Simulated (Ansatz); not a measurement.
Program: Ansatz. Geometries: PBE0-D4/def2-TZVP. ΔE: electronic, gas phase. CCSD(T)/CBS is the MP2 limit (def2-TZVPP, def2-QZVPP) plus CCSD(T) − MP2 in def2-TZVPP, frozen cores. DFT in def2-TZVPP. For Se outer-core shells are correlated without core-valence functions, which leaves a few kJ/mol of doubt a bond. Scalar relativity is left out up to krypton. Each species was taken in one conformer, which may not be the lowest.

`NC[Se][SiH3]` + `NBS` → `NB[Se][SiH3]` + `NCS`  (formal exchange of groups at the Se–C bond)

```json
{"species": "`NC[Se][SiH3]`", "PBE-D4 energy (Eh)": "-2787.54282"}
{"species": "`NBS`", "PBE-D4 energy (Eh)": "-480.03556"}
{"species": "`NB[Se][SiH3]`", "PBE-D4 energy (Eh)": "-2773.76208"}
{"species": "`NCS`", "PBE-D4 energy (Eh)": "-493.80777"}
```

Question: Work out ΔE.

Answer: ΔE = (-2773.76208) + (-493.80777) − (-2787.54282) − (-480.03556) = 0.00853 Eh = +22.4 kJ/mol. CCSD(T)/CBS gives +18.5 kJ/mol.

Largest T1 diagnostic among the species: 0.012.

In def2-TZVPP, CCSD(T) changes the Hartree–Fock value by +3.8 kJ/mol (the triples alone add +0.5 kJ/mol) and MP2 by +5.0 kJ/mol.
